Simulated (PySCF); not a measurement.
Ga(Cl)(OH)2 (ClGaH2O2), SMILES [OH][Ga]([OH])[Cl]. The structure is a stationary point at B3LYP-D3(BJ)/def2-SVP. The values are those of a single conformer.

Calculation: PySCF with B3LYP-D3(BJ)/def2-SVP.

Harmonic wavenumbers (cm⁻¹): 148, 175, 179, 324, 345, 420, 694, 743, 823, 850, 3834, 3843. Rotational constants (GHz): 6.080, 2.854, 1.942; symmetry number 1.

Q: Work out the zero-point energy and the ideal-gas rigid-rotor harmonic-oscillator thermochemistry at 298.15 K and 1 atm.

A: ZPE = ½ Σ hcν = ½ × 12379 cm⁻¹ = 17.70 kcal/mol. H − E(el) = 22.10 kcal/mol. Entropy in cal/(mol K): translation 40.70, rotation 26.66, vibration 11.72, total 79.08. G − E(el) = -1.48 kcal/mol. Cp = 21.01 cal/(mol K). Modes under 150 cm⁻¹ make the vibrational entropy uncertain.
